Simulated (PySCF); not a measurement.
**Removing an electron from AsH2(SMe)**

AsH2(SMe), CH5AsS.
Cartesian coordinates in Å at the PBE0-D3(BJ)/def2-SVP level; atoms count from 1:
```
atom  x, y, z in Å
As1    0.7821    1.5415    0.0781
H2     2.0760    1.5499   -0.7330
H3     0.1745    2.6362   -0.7926
S4    -0.1991   -0.1638   -1.0077
C5    -0.6315   -1.2125    0.4108
H6     0.2589   -1.5519    0.9583
H7    -1.1374   -2.0924   -0.0126
H8    -1.3235   -0.7069    1.0987
```

Level: CAM-B3LYP/def2-SVPD (PySCF). Frontier orbitals with their largest atomic shares (Löwdin; up to four atoms above 4 %):

```json
{"orbital": "HOMO−3", "ε (eV)": "-11.82", "main atoms": "S4 37 %, C5 23 %, As1 19 %, H3 8 %"}
{"orbital": "HOMO−2", "ε (eV)": "-10.73", "main atoms": "As1 34 %, S4 29 %, C5 13 %, H3 8 %"}
{"orbital": "HOMO−1", "ε (eV)": "-8.80", "main atoms": "As1 53 %, S4 30 %, H3 6 %, H2 5 %"}
{"orbital": "HOMO", "ε (eV)": "-8.07", "main atoms": "?"}
{"orbital": "LUMO", "ε (eV)": "0.25", "main atoms": "As1 45 %, S4 34 %, H2 7 %, H3 6 %"}
{"orbital": "LUMO+1", "ε (eV)": "1.07", "main atoms": "As1 37 %, S4 21 %, H2 12 %, H3 12 %"}
{"orbital": "LUMO+2", "ε (eV)": "1.37", "main atoms": "As1 57 %, H3 14 %, H2 12 %, S4 10 %"}
```

What vertical ionisation energy does ΔSCF give, and how far is −ε(HOMO) from it?

ΔSCF: 8.93 eV (861 kJ/mol; threshold wavelength 139 nm); ⟨S²⟩ of the doublet left behind is 0.755, against 0.75 for a pure doublet. −ε(HOMO) is 8.07 eV, 0.86 eV below it. In exact Kohn–Sham theory the two would be equal; CAM-B3LYP (range-separated hybrid) falls short of its own ΔSCF value by 10 %.

On which atoms does the HOMO lie?

S4 (sulfur bonded to As and C) 71 %, C5 (carbon bonded to S and 3 H) 11 %, As1 (arsenic bonded to S and 2 H) 8 %, so more than half of it is on one atom. The HOMO−1 lies 0.73 eV lower.

With α = 68.5 au, estimate the like-pair dispersion coefficient by London's formula C6 = (3/4)α²I.

I = 0.3280 Eh, so C6 ≈ 1150 au, a rough estimate.

Shift the occupied levels rigidly so that −ε(HOMO) equals the ΔSCF value. What binding energies result?

The shift is +0.86 eV: HOMO 8.93, HOMO−1 9.66, HOMO−2 11.59, HOMO−3 12.68 eV. A rigid shift is only a rough guide to the deeper ionisations.

What kinetic energy would electrons from this vertical process carry with He I light (21.218 eV)?

21.22 − 8.93 = 12.29 eV.

What total energies stand behind the ΔSCF value?

E(N) = -2674.86073 Eh and E(N − 1) = -2674.53270 Eh at the same geometry, 0.32803 Eh apart.

One conformer (not necessarily the lowest) at the PBE0-D3(BJ)/def2-SVP geometry, without solvent, vibrations or thermal averaging. The calculation is non-relativistic, for arsenic too.
